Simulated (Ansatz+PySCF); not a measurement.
singlet H8: levels of theory in one basis

```yaml
atoms:
  - { symbol: H, position_ang: [2.3518, 0.0000, 0.0000] }
  - { symbol: H, position_ang: [1.6630, 1.6630, 0.0000] }
  - { symbol: H, position_ang: [0.0000, 2.3518, 0.0000] }
  - { symbol: H, position_ang: [-1.6630, 1.6630, 0.0000] }
  - { symbol: H, position_ang: [-2.3518, 0.0000, 0.0000] }
  - { symbol: H, position_ang: [-1.6630, -1.6630, 0.0000] }
  - { symbol: H, position_ang: [0.0000, -2.3518, 0.0000] }
  - { symbol: H, position_ang: [1.6630, -1.6630, 0.0000] }
```

Basis set: 6-31G* (spherical functions). All electrons are correlated. Charge 0, multiplicity 1.

Computed with Ansatz (development build ahead of 0.2.0); each method stands on the lowest determinant of its kind that the runs found. NEVPT2 correlates all electrons. Active spaces start from the frontier orbitals, and the lowest solution found is given.

```json
{"method": "RHF", "E − E(RHF) (eV)": "0.00", "<S²> of the determinant": "0.00"}
{"method": "UHF", "E − E(RHF) (eV)": "-6.90", "<S²> of the determinant": "2.88"}
{"method": "RHF-MP2", "E − E(RHF) (eV)": "-4.22", "<S²> of the determinant": "–"}
{"method": "UHF-MP2", "E − E(RHF) (eV)": "-7.20", "<S²> of the determinant": "2.88"}
{"method": "RHF-CCSD", "E − E(RHF) (eV)": "-11.07", "<S²> of the determinant": "–"}
{"method": "UHF-CCSD", "E − E(RHF) (eV)": "-8.37", "<S²> of the determinant": "2.88"}
{"method": "RHF-CCSD(T)", "E − E(RHF) (eV)": "-11.78", "<S²> of the determinant": "–"}
{"method": "UHF-CCSD(T)", "E − E(RHF) (eV)": "-8.39", "<S²> of the determinant": "2.88"}
{"method": "UHF-CCSDT(Q)", "E − E(RHF) (eV)": "-8.47", "<S²> of the determinant": "2.88"}
{"method": "full CI (lowest root of this spin)", "E − E(RHF) (eV)": "-8.66", "<S²> of the determinant": "–"}
{"method": "CASSCF(8,8)", "E − E(RHF) (eV)": "-8.49", "<S²> of the determinant": "–"}
{"method": "CASSCF(2,2)", "E − E(RHF) (eV)": "-1.29", "<S²> of the determinant": "–"}
{"method": "SC-NEVPT2(8,8)", "E − E(RHF) (eV)": "-8.64", "<S²> of the determinant": "–"}
```

Question: What does SC-NEVPT2(2,2) give on the same scale?

Answer: -4.65 eV. NEVPT2 here correlates all electrons, so it doesn't share the others' frozen core.

At such a shape the full CI root can have another spatial symmetry than the determinants, so the rows needn't describe one state.

Question: Is a single determinant a sound starting point here?

Answer: It is doubtful. Unrestricted orbitals lower Hartree–Fock by 6.90 eV and <S²> is 2.88 where a pure state has 0.00, a sign of strong static correlation. The CASSCF(8,8) natural occupations are 1.78, 1.68, 1.68, 1.00, 1.00, 0.32, 0.32, 0.21. The CASSCF(2,2) natural occupations are 1.37, 0.63.

Caution for RHF, RHF-MP2, RHF-CCSD, RHF-CCSD(T): an unrestricted determinant lies well below; the determinant breaks the point group. Caution for UHF, UHF-MP2, UHF-CCSD, UHF-CCSD(T), UHF-CCSDT(Q): the unrestricted determinant is a mixture of spin states. Caution for RHF-MP2: large amplitudes, a single reference is doubtful. Caution for RHF-MP2, RHF-CCSD, UHF-CCSD, RHF-CCSD(T), UHF-CCSD(T): the program doubts this total. Caution for UHF-MP2, UHF-CCSD, UHF-CCSD(T), UHF-CCSDT(Q): bonds are stretched, where a single reference can fail. Caution for RHF-CCSD, RHF-CCSD(T): very large amplitudes, the method is breaking down. Caution for CASSCF(2,2): other starts end on other solutions of this active space.
